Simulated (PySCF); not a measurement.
Relaxation of doublet ZrI₃

These are results of UPBE0/[Zr def2-TZVP with ECP28, I def2-TZVP with ECP28], scalar-relativistic core potentials, density fitting, no spin–orbit coupling, PySCF, not measurements. A (50,194) grid was used.

A hand-made trigonal pyramidal start, of C3v symmetry, held to at least that symmetry:

```xyz
4
charge 0 multiplicity 2, angstrom
Zr    0.0000    0.0000   -1.0900
I     2.5341    0.0000    0.2574
I    -1.2670    2.1946    0.2574
I    -1.2670   -2.1946    0.2574
```

Optimiser trace:
```csv
step,E − E(last) (kJ/mol),largest gradient (Eh/bohr)
0,102.49,0.05969
1,50.72,0.03602
2,20.91,0.00917
3,13.27,0.00467
4,5.39,0.00545
5,3.27,0.00532
6,1.43,0.00458
7,0.11,0.00071
8,0.02,0.00073
9,0.00,0.00003
```

It ends at D3h with Zr–I 2.687 Å (×3); I–Zr–I 120.0° (×3) (after a last refinement on a finer grid). A frequency run shows a minimum. Other isomers or separated fragments may lie lower.

Final geometry:
```xyz
4
charge 0 multiplicity 2, angstrom
Zr    0.0000    0.0000    0.0000
I     2.6874    0.0000    0.0000
I    -1.3437    2.3273    0.0000
I    -1.3437   -2.3273    0.0000
```

Open d and f shells are described by one determinant, and the ground state may have another occupation or spin. No spin–orbit coupling is included, which matters more the heavier the element.

The relaxation took 5.3 min on 4 threads of a shared Arm Neoverse V1 host, with 190 basis functions and 10 gradients; the process peaked at 1.2 GiB. Launch command: `OMP_NUM_THREADS=4 python axn.py task.json out`.
